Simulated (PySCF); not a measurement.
From computed data to an observable: oscillator strength and radiative lifetime

B(F)2(Et) (C2H5BF2), SMILES CCB(F)F.

The structure is a stationary point at TPSSh-D3(BJ)/def2-SVP. One conformer was computed; it need not be the lowest.

TDA-PBE/def2-SVPD run with PySCF puts the first singlet state with f over 0.02 at 7.97 eV (vertical), with the transition dipole (0.233, -0.331, 0.000) in atomic units.

Q: Find the oscillator strength, the wavelength and the radiative lifetime that this transition would have in vacuum if emission retraced absorption.

A: 
|μ|² = 0.1638 au, so |μ| = 1.03 D. ΔE = 7.97/27.211 = 0.2929 hartree. f = (2/3) ΔE |μ|² = 0.032 (the program prints 0.032).
λ = 1239.84/7.97 = 156 nm; ν = 64282 cm⁻¹.
Einstein's coefficient A = 0.6670 ν² f s⁻¹ (ν in cm⁻¹) = 8.8e7 s⁻¹, so τ = 1/A = 11 ns. This state is S3; the lower singlets have f = 0.012, 0.009. The figure is the radiative limit of this one transition; relaxation, internal conversion, crossing to triplets and a medium change what is measured.
